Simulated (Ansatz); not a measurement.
Consider the ligand exchange at the Al–S bond: `[CH3][Al]([F])[S][SiH3]` + H–F → `[CH3][Al]([F])[F]` + `[SiH3]S`.

Calculated with Ansatz (gas phase, PBE0-D4/def2-TZVP geometries, no zero-point term in ΔE). CCSD(T)/CBS adds triple-zeta CCSD(T) − MP2 to the extrapolated MP2 energy (def2 sets, frozen cores). This one scheme is used for every species. Functionals use def2-TZVPP. One conformer a species, not always the lowest.

(1) Is it downhill or uphill in electronic energy at CCSD(T)/CBS, and by how much? (An estimate is asked.)

(2) What do these levels give: PBE0-D4, ωB97M-V, PBE, CCSD/def2-TZVPP, CCSD(T)/def2-TZVPP, CCSD/CBS(def2)? (Best estimate.)

Largest T1 diagnostic among the species: 0.012.

Results:

(1) The calculation gave: Downhill: ΔE = -15.3 kcal/mol.

(2) Computed: PBE0-D4 -13.5, ωB97M-V -16.3, PBE -15.9, CCSD/def2-TZVPP -16.9, CCSD(T)/def2-TZVPP -15.9, CCSD/CBS(def2) -16.3 kcal/mol.

The D4 term adds +2.9 kcal/mol with B3LYP and +1.7 kcal/mol with PBE0; it sums over pairs of atoms, weighted by their polarisabilities, and B3LYP, whose exchange is more repulsive, gets the larger term. In def2-TZVPP, CCSD(T) changes the Hartree–Fock value by +4.1 kcal/mol (the triples alone add +1.0 kcal/mol) and MP2 by +5.0 kcal/mol.

B3LYP here is the variant with VWN-RPA as its local correlation; programs differ in this.
